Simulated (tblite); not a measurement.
Compound: C6H15ClSi.
Geometry (GFN2-xTB, Å), atoms numbered from 1 in this order:
```
atom  x, y, z in Å
C1     3.4497    0.1361   -0.1361
C2     2.1409   -0.3063   -0.7789
C3     0.9434   -0.0177    0.1236
C4    -0.3661   -0.4838   -0.5044
C5    -1.5939   -0.2913    0.3765
C6    -2.8355   -0.7909   -0.3460
Si7   -1.8388    1.4857    1.0638
Cl8   -1.4018   -1.3244    1.8539
H9     3.6003   -0.3783    0.8104
H10    3.4397    1.2072    0.0538
H11    4.2922   -0.0883   -0.7861
H12    2.0095    0.2115   -1.7322
H13    2.1847   -1.3778   -0.9875
H14    0.8911    1.0564    0.3179
H15    1.0849   -0.5252    1.0795
H16   -0.5388    0.0724   -1.4307
H17   -0.2757   -1.5425   -0.7683
H18   -2.7080   -1.8214   -0.6773
H19   -3.7063   -0.7468    0.3040
H20   -3.0251   -0.1680   -1.2187
H21   -3.1816    1.5366    1.6372
H22   -0.8397    1.7643    2.0884
H23   -1.7300    2.4196   -0.0598
```

Method: GFN2-xTB as coded in tblite; computed harmonic values from a numerical Hessian at the method's own geometry, unscaled. This tight-binding method is rough: wavenumbers can miss measured ones by several per cent, in bad cases by 10 to 20. Modes of hydrogen on silicon can be 10 to 20 % off. One conformer, not necessarily the lowest.

Harmonic wavenumbers (cm⁻¹): 56.3, 64.3, 102.9, 133.8, 141.7, 173.7, 221.4, 231.9, 243.4, 264.6, 292.6, 322.4, 404.3, 454.9, 523.7, 569.7, 587.7, 699.9, 760.6, 773.9, 784.0, 797.2, 837.4, 941.7, 947.7, 964.0, 1034.8, 1080.4, 1088.4, 1112.8, 1135.0, 1150.1, 1190.7, 1227.1, 1270.8, 1282.8, 1286.0, 1344.3, 1373.3, 1412.5, 1416.8, 1479.9, 1488.7, 1490.3, 1498.1, 1500.8, 1504.7, 1506.5, 2253.0, 2291.5, 2316.3, 2938.7, 2954.7, 2959.3, 2969.7, 2979.6, 2990.2, 3003.9, 3015.1, 3031.8, 3033.7, 3034.4, 3039.3.

A = 1933, B = 721.5, C = 671.9 MHz; mass 150.063 u (most abundant isotopes); point group C1, symmetry number 1.

Problem. Zero-point energy?

Solution. Half the sum of the wavenumbers: 41991 cm⁻¹ = 120.06 kcal/mol.

Problem. What is S at 500 K and 1 bar for an ideal gas of classical rigid rotors and harmonic oscillators?

Solution. Translation 43.52, rotation 31.76, vibration 60.62: S = 135.9 cal/(mol K).

Problem. And Cp and H(500 K) − H(0)?

Solution. Cp = 66.66 cal/(mol K), of which vibrations give 58.71 (their classical limit is 63 R = 125.2); H(500 K) − H(0) = 19.49 kcal/mol without the zero-point energy, 15.52 from vibrations.

Problem. Which modes carry the vibrational entropy at 500 K?

Solution. 56.3 cm⁻¹: 5.61; 64.3 cm⁻¹: 5.34; 102.9 cm⁻¹: 4.41; 133.8 cm⁻¹: 3.90; 141.7 cm⁻¹: 3.78; 173.7 cm⁻¹: 3.39 cal/(mol K); the other 57 give 34.19 together.

Problem. Blend soft modes into free rotors: weight 1/[1 + (100 cm⁻¹/ν̃)⁴] for the oscillator and the rest for a rotor with moment μB/(μ + B), μ = h/(8π²ν), B = 10⁻⁴⁴ kg m². What vibrational entropy results?

Solution. 56.86 cal/(mol K) in place of 60.62, which changes −T·S at 500 K by +1.88 kcal/mol.

Hindered rotation and anharmonicity are outside this model. Other conformers, if any are populated, would add a mixing term that is left out. The structure is chiral; the term R ln 2 for an equal mix with its mirror image is left out.

On Arm Neoverse N1, one thread, on a shared host, this took 2.0 s of wall time. The figure is for the frequency step alone.
